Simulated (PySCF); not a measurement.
C₃H₅N₃, SMILES N#C/N=C\CN.

The structure is a stationary point at PBE-D3(BJ)/def2-SVP. The structure was generated by enumeration; whether it is a known compound was not checked. Other conformers were not sampled.

Level of theory: PBE-D3(BJ)/def2-SVP run with PySCF 2.14.0.

Frequencies are harmonic and unscaled.

Computed vibrational spectrum:
| mode | ν (cm⁻¹) | IR (km/mol) | moving atoms (share of kinetic energy) |
|---|---|---|---|
| 1 | 46 | 0.9 | N 52 %, H 29 %, C 19 % |
| 2 | 146 | 1.5 | N 55 %, C 26 %, H 19 % |
| 3 | 213 | 2.8 | N 61 %, C 25 %, H 14 % |
| 4 | 317 | 57.0 | H 80 %, C 10 %, N 10 % |
| 5 | 380 | 8.8 | C 52 %, H 26 %, N 22 % |
| 6 | 438 | 1.0 | C 60 %, H 25 %, N 15 % |
| 7 | 609 | 0.6 | C 55 %, N 32 %, H 14 % |
| 8 | 643 | 5.2 | C 50 %, N 35 %, H 15 % |
| 9 | 783 | 251.1 | H 72 %, N 25 % |
| 10 | 826 | 2.6 | H 55 %, C 28 %, N 17 % |
| 11 | 925 | 8.6 | H 68 %, C 28 % |
| 12 | 961 | 10.3 | N 44 %, C 32 %, H 24 % |
| 13 | 1031 | 3.2 | H 41 %, C 38 %, N 21 % |
| 14 | 1076 | 9.2 | C 46 %, N 33 %, H 21 % |
| 15 | 1156 | 4.6 | H 59 %, C 37 % |
| 16 | 1286 | 1.1 | H 78 %, C 19 % |
| 17 | 1321 | 1.4 | H 83 %, N 10 % |
| 18 | 1367 | 2.3 | H 75 %, N 14 %, C 11 % |
| 19 | 1394 | 8.0 | H 92 % |
| 20 | 1586 | 20.4 | H 92 % |
| 21 | 1656 | 120.3 | C 54 %, N 44 % |
| 22 | 2226 | 46.5 | C 64 %, N 36 % |
| 23 | 2977 | 11.0 | H 95 % |
| 24 | 3027 | 9.4 | H 92 %, C 8 % |
| 25 | 3044 | 11.1 | H 90 %, C 10 % |
| 26 | 3413 | 4.0 | H 96 % |
| 27 | 3502 | 4.5 | H 92 %, N 8 % |
